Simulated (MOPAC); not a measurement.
MOPAC input (PM6):

```
PM6 FORCE THERMO(298,298) PRECISE LET UHF MS=0.5 GEO-OK AUX(PRECISION=9) THREADS=1
CH6BO2Si

C    -2.26871618 1    0.57551549 1   -0.48898054 1
Si   -0.98969578 1   -0.73344637 1   -0.15477876 1
B     0.94708300 1   -0.00577783 1    0.21258077 1
O     1.17347664 1    1.31823322 1    0.52488464 1
O     2.16399643 1   -0.67914971 1    0.17728335 1
H    -2.34540590 1    1.29163942 1    0.34869450 1
H    -3.27457763 1    0.15880397 1   -0.65563894 1
H    -2.01324740 1    1.17063602 1   -1.38241596 1
H    -1.38937698 1   -1.66849063 1    0.93411342 1
H     2.08737202 1    1.58959889 1    0.66818296 1
H     2.21614711 1   -1.59520281 1   -0.03489598 1
```

Output:

```
 *******************************************************************************
 **                                                                           **
 **                              MOPAC v23.2.5                                **
 **                                                                           **
 *******************************************************************************
 ** MOPAC's Digital Object Identifier: https://doi.org/10.5281/zenodo.6511958 **
 **                                                                           **
 ** Please cite the open-source release paper for use of this MOPAC version:  **
 ** J. E. Moussa and J. J. P. Stewart (2026)                                  **
 ** MOPAC: An open-source semiempirical molecular orbital program             **
 ** J. Open Source Softw., 11(119), 8025, https://doi.org/10.21105/joss.08025 **
 *******************************************************************************

                              PM6 CALCULATION RESULTS

 *******************************************************************************
 *  PM6        - The PM6 Hamiltonian to be used
 *  GEO-OK     - OVERRIDE INTERATOMIC DISTANCE AND OTHER SAFETY CHECKS
 *  UHF        - UNRESTRICTED HARTREE-FOCK CALCULATION
 *  MS=        - IN MECI, MAGNETIC COMPONENT OF SPIN =  0.5
 *  LET        - OVERRIDE SOME SAFETY CHECKS
 *  PRECISE    - TIGHTER CRITERIA TO BE USED
 *  FORCE      - FORCE CALCULATION SPECIFIED
 *  AUX        - OUTPUT AUXILIARY INFORMATION
 *  THERMO     - THERMODYNAMIC QUANTITIES TO BE CALCULATED
 *******************************************************************************
PM6 FORCE THERMO(298,298) PRECISE LET UHF MS=0.5 GEO-OK AUX(PRECISION=9) THREADS=1
 CH6BO2Si

   ATOM   CHEMICAL          X               Y               Z
  NUMBER   SYMBOL      (ANGSTROMS)     (ANGSTROMS)     (ANGSTROMS)

     1       C         -2.26871618  *   0.57551549  *  -0.48898054  *
     2      Si         -0.98969578  *  -0.73344637  *  -0.15477876  *
     3       B          0.94708300  *  -0.00577783  *   0.21258077  *
     4       O          1.17347664  *   1.31823322  *   0.52488464  *
     5       O          2.16399643  *  -0.67914971  *   0.17728335  *
     6       H         -2.34540590  *   1.29163942  *   0.34869450  *
     7       H         -3.27457763  *   0.15880397  *  -0.65563894  *
     8       H         -2.01324740  *   1.17063602  *  -1.38241596  *
     9       H         -1.38937698  *  -1.66849063  *   0.93411342  *
    10       H          2.08737202  *   1.58959889  *   0.66818296  *
    11       H          2.21614711  *  -1.59520281  *  -0.03489598  *

          CARTESIAN COORDINATES

    NO.       ATOM           X           Y           Z

     1         C         -2.2687      0.5755     -0.4890
     2        Si         -0.9897     -0.7334     -0.1548
     3         B          0.9471     -0.0058      0.2126
     4         O          1.1735      1.3182      0.5249
     5         O          2.1640     -0.6791      0.1773
     6         H         -2.3454      1.2916      0.3487
     7         H         -3.2746      0.1588     -0.6556
     8         H         -2.0132      1.1706     -1.3824
     9         H         -1.3894     -1.6685      0.9341
    10         H          2.0874      1.5896      0.6682
    11         H          2.2161     -1.5952     -0.0349

[...]
 VIBRATION         23   23A           ATOM PAIR      ENERGY CONTRIBUTION    RADIAL
 FREQUENCY          2446.66         O  5 -- H 11         +98.8% ( 99.5%)     97.2%
 TRANSITION DIPOLE   1.4674         O  4 -- H 10          +0.6% (  7.5%)     93.4%
 TRAVEL (Ang.)       0.1716         B  3 -- O  5          +0.5% (  7.2%)     60.2%
 REDUCED MASS        0.9355
 EFFECTIVE MASS      1.3498
 FORCE CONSTANT      3.2994

 VIBRATION         24   24A           ATOM PAIR      ENERGY CONTRIBUTION    RADIAL
 FREQUENCY          2467.50         O  4 -- H 10         +99.1% ( 99.5%)     97.1%
 TRANSITION DIPOLE   1.2707         O  5 -- H 11          +0.5% (  7.2%)     94.9%
 TRAVEL (Ang.)       0.1707         B  3 -- O  4          +0.3% (  5.5%)     32.6%
 REDUCED MASS        0.9382
 EFFECTIVE MASS      1.2989
 FORCE CONSTANT      3.3655

 VIBRATION         25   25A           ATOM PAIR      ENERGY CONTRIBUTION    RADIAL
 FREQUENCY          2668.23         C  1 -- H  6         +66.0% ( 83.5%)     99.2%
 TRANSITION DIPOLE   0.8967         C  1 -- H  8         +28.7% ( 55.1%)     92.8%
 TRAVEL (Ang.)       0.2167         C  1 -- H  7          +4.5% ( 21.9%)     53.3%
 REDUCED MASS        0.5382         C  1 -- Si 2          +0.8% (  9.3%)      0.0%
 EFFECTIVE MASS      1.4624
 FORCE CONSTANT      2.2574

 VIBRATION         26   26A           ATOM PAIR      ENERGY CONTRIBUTION    RADIAL
 FREQUENCY          2676.77         C  1 -- H  7         +59.8% ( 79.5%)     98.9%
 TRANSITION DIPOLE   0.8559         C  1 -- H  8         +34.7% ( 60.7%)     94.5%
 TRAVEL (Ang.)       0.2243         C  1 -- H  6          +4.6% ( 22.2%)     52.7%
 REDUCED MASS        0.5009         C  1 -- Si 2          +0.9% (  9.5%)      0.0%
 EFFECTIVE MASS      1.4697
 FORCE CONSTANT      2.1147

 VIBRATION         27   27A           ATOM PAIR      ENERGY CONTRIBUTION    RADIAL
 FREQUENCY          2754.58         C  1 -- H  8         +36.3% ( 58.1%)     96.5%
 TRANSITION DIPOLE   0.9470         C  1 -- H  7         +35.3% ( 57.3%)     96.3%
 TRAVEL (Ang.)       0.2723         C  1 -- H  6         +28.2% ( 51.2%)     94.8%
 REDUCED MASS        0.3301         C  1 -- Si 2          +0.2% (  4.7%)     98.7%
 EFFECTIVE MASS      1.1359
 FORCE CONSTANT      1.4756

      SYMMETRY NUMBER FOR POINT-GROUP C1  =  1

          SYSTEM IS A GROUND STATE

 CH6BO2Si

          MOLECULE IS NOT LINEAR

          THERE ARE 27 GENUINE VIBRATIONS IN THIS SYSTEM
          THIS THERMODYNAMICS CALCULATION IS LIMITED TO
          MOLECULES WHICH HAVE NO INTERNAL ROTATIONS

                    CALCULATED THERMODYNAMIC PROPERTIES
                                          *
   TEMP. (K)   PARTITION FUNCTION   H.O.F.    ENTHALPY  HEAT CAPACITY ENTROPY
                                   KCAL/MOL   CAL/MOLE    CAL/K/MOL  CAL/K/MOL

 298.00  VIB.     0.3335D+03                  3280.9962    21.2579    22.5552
         ROT.     0.1721D+06                   888.2803     2.9808    26.9387
         INT.     0.5742D+08                  4169.2765    24.2387    49.4939
         TRA.     0.8111D+27                  1480.4672     4.9680    39.3668
         TOT.                      -93.313    5649.7437    29.2067    88.8607

   *: NOTE: HEATS OF FORMATION ARE RELATIVE TO THE
            ELEMENTS IN THEIR STANDARD STATE AT 298K
              (=  Standard Enthalpy of Formation).

            Hvib:  Zero-point energy is not included.
                   frequencies of less than zero cm-1 are not included.
            Hrot = (3/2)RT
            Htra = (3/2)RT + pV = (5/2)RT

            Heat capacity is Cp, not Cv

          For more information, see: HTTP://OpenMOPAC.net/Manual/thermochemistry.html

           FORCE CONSTANT IN CARTESIAN COORDINATES (Millidynes/A)

    ATOM   CHEMICAL       X               Y               Z
   NUMBER   SYMBOL  FORCE CONSTANT  FORCE CONSTANT  FORCE CONSTANT

      1       C        5.558948        5.543282        5.436624
      2      Si        4.535712        2.640241        2.151241
      3       B        6.201642        6.438703        1.478446
      4       O        3.024408        6.218485        0.785364
      5       O        6.629672        2.040669        0.893529
      6       H        0.957505        1.327935        2.666946
      7       H        1.016913        3.489899        0.486959
      8       H        0.962999        1.217445        2.823637
      9       H        0.593838        0.857536        1.362378
     10       H        0.732872        3.137704        0.201975
     11       H        2.214380        1.245385        0.407345

 **********************
 *                    *
 * JOB ENDED NORMALLY *
 *                    *
 **********************

 == MOPAC DONE ==
```
